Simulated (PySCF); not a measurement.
## From computed data to an observable: chemical shift, span and skew from a shielding tensor

Al(Cl)(Br)(OMe) (CH3AlBrClO), SMILES [O](C)[Al]([Br])[Cl]. Atoms are numbered in the order given.

```xyz
8

Al    -0.2203    -0.5369     0.1036
Cl    -0.5293    -1.5115     1.9238
Br     0.6506     1.5324     0.0545
O     -0.6421    -1.3426    -1.3101
C     -0.6398    -1.1493    -2.7024
H     -0.0199    -1.9237    -3.1844
H     -1.6676    -1.2410    -3.0918
H     -0.2451    -0.1581    -2.9879
```
Charge 0, spin multiplicity 1.

Geometry: TPSSh-D3(BJ)/def2-SVP. The structure was generated by enumeration; whether it is a known compound was not checked. One conformer was computed; it need not be the lowest.

GIAO shieldings from PBE0/pcSseg-1 (PySCF), non-relativistic, no solvent. The symmetric part of the tensor of C5 has the principal values 98.8, 104.6, 182.2 ppm. The same nucleus in TMS has σ = 186.3 ppm at this level (PySCF, at its B3LYP-D3(BJ)/def2-TZVP geometry). Without spin–orbit terms, shifts of atoms bonded to Cl or Br come out too high.

Work out the isotropic shielding, the ¹³C shift against TMS, the span and the skew.


σ(iso) = (σ11 + σ22 + σ33)/3 = 128.5 ppm. δ = σ(ref) − σ(iso) = 186.3 − (128.5) = 57.8 ppm.
Span Ω = σ33 − σ11 = 83.4 ppm. Skew κ = 3(σ(iso) − σ22)/Ω = 0.86. Tumbling in solution averages the tensor to δ; in a static solid the shielding alone would spread this spin-1/2 line over Ω.
